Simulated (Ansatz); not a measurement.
Computed with Ansatz on PBE0-D4/def2-TZVP structures; ΔE is electronic, products minus reactants. CCSD(T)/CBS adds triple-zeta CCSD(T) − MP2 to the extrapolated MP2 energy (def2 sets, frozen cores). DFT in def2-TZVPP. HSE06 is defined as in plane-wave codes. For Ga outer-core shells are correlated without core-valence functions, which leaves a few kJ/mol of doubt a bond. Scalar relativity is left out up to krypton. Each species was taken in one conformer, which may not be the lowest.

`C[O][Ga]([Cl])[Cl]` + `COC(C)(C)C` → `CC(C)(C)[O][Ga]([Cl])[Cl]` + dimethyl ether  (formal exchange of groups at a Ga–O bond)

```
       level  ΔE (kJ/mol)
 LDA (SPW92)        -14.7
      PBE-D4        -16.8
    HSE06-D4        -16.6
CAM-B3LYP-D4        -16.3
      revPBE        -13.0
       HSE06        -13.5
 HF/def2-SVP        -16.9
MP2/def2-SVP        -20.6
```

Task: What does CCSD(T)/CBS give? (Best estimate.)

Result: Ansatz gave: -15.9 kJ/mol. The listed levels differ from it by 1.2, -0.9, -0.7, -0.4, 2.9, 2.4, -1.0, -4.7 kJ/mol.

Largest T1 diagnostic among the species: 0.013.

At CCSD(T), def2-SVP lies −4.4 kJ/mol from the extrapolated value and def2-TZVPP −0.8 kJ/mol. Leaving LDA and LC-ωPBE aside and taking each functional with its dispersion term where it has one, the values, not all of them listed here, spread over 3.7 kJ/mol, from BLYP-D4 to B2PLYP. In def2-TZVPP, CCSD(T) changes the Hartree–Fock value by −3.6 kJ/mol (the triples alone add −0.9 kJ/mol) and MP2 by −4.5 kJ/mol.
